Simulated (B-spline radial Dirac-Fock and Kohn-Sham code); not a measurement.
## Zr⁴⁺ 4p3/2: cross section and angular parameters

System: the Zr⁴⁺ ion in the configuration 1s2 2s2 2p6 3s2 3p6 3d10 4s2 4p6; threshold 79.16 eV (orbital energy of the model). Model: Dirac-Hartree-Slater photoionisation with a Latter tail; cross sections with all multipoles, angular parameters from the dipole term and its interference with E2. Program: a radial B-spline solver.

For linearly polarised light dσ/dΩ = σ/(4π) [1 + β P₂(cos θ) + (δ + γ cos²θ) sin θ cos φ], with θ from the polarisation vector and φ the angle between the beam and the projection of the electron momentum on the plane normal to the polarisation.

```
hν (eV)  σ (kb)       β       γ      δ
   95.2     343  -0.343   0.023  0.000
   95.6     342  -0.339   0.019  0.001
   96.3     340  -0.332   0.011  0.003
    100     331  -0.285  -0.021  0.010
    107     318  -0.169  -0.056  0.020
    136     282   0.353  -0.013  0.033
    150     267   0.554   0.035  0.032
    200     218   1.015   0.153  0.020
    269     160   1.309   0.177  0.008
    493    72.2   1.604   0.044  0.000
    509    68.9   1.613   0.037  0.000
    561    59.4   1.635   0.016  0.000
    591    54.7   1.645   0.006  0.000
    600       ?       ?       ?      ?
   1540    9.47   1.663   0.109  0.005
   1810    6.70   1.642   0.185  0.007
   1910    5.95   1.633   0.213  0.008
   2380    3.61   1.593   0.346  0.012
   3110    1.90   1.531   0.538  0.019
 5414.7   0.444   1.361   1.001  0.049
   6000   0.334   1.323   1.091  0.058
   9400  0.0907   1.140   1.479  0.109
  10000  0.0753   1.113   1.531  0.118
  10600  0.0630   1.086   1.578  0.128
  11600  0.0478   1.045   1.649  0.143
  13400  0.0305   0.977   1.758  0.170
```

Question: Give the values at 600 eV.

Answer: σ = 53.4 kb, β = 1.648, γ = 0.003, δ = 0.000.

Values without a named source are computed, but for edge energies of neutral atoms, which are taken from tables.
